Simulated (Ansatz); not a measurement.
Calculated with Ansatz (gas phase, PBE0-D4/def2-TZVP geometries, no zero-point term in ΔE). CBS: MP2 limit from def2 TZ/QZ plus the TZ coupled-cluster correction, frozen cores. This one scheme is used for every species. DFT in def2-TZVPP. One conformer a species, not always the lowest.

Reaction (formal exchange of groups at a B–O bond): `OBO` + `C=[C]([AlH2])C(C)=N` → `C=[C]([AlH2])BO` + `CC(=N)O`

| level | ΔE (kJ/mol) |
| --- | --- |
| ωB97X-V | 103.8 |
| B2PLYP | 108.1 |

(1) What does CCSD(T)/CBS give? (An estimate is asked.)

Largest T1 diagnostic among the species: 0.013.

Answers

(1) Ansatz gave: +113.7 kJ/mol. The listed levels differ from it by -9.9, -5.6 kJ/mol.

In def2-TZVPP, CCSD(T) changes the Hartree–Fock value by +8.9 kJ/mol (the triples alone add +0.9 kJ/mol) and MP2 by +13.4 kJ/mol. The D4 term adds +5.9 kJ/mol with B3LYP and +3.4 kJ/mol with PBE0; it sums over pairs of atoms, weighted by their polarisabilities, and B3LYP, whose exchange is more repulsive, gets the larger term.

B3LYP here is the variant with VWN-RPA as its local correlation; programs differ in this.
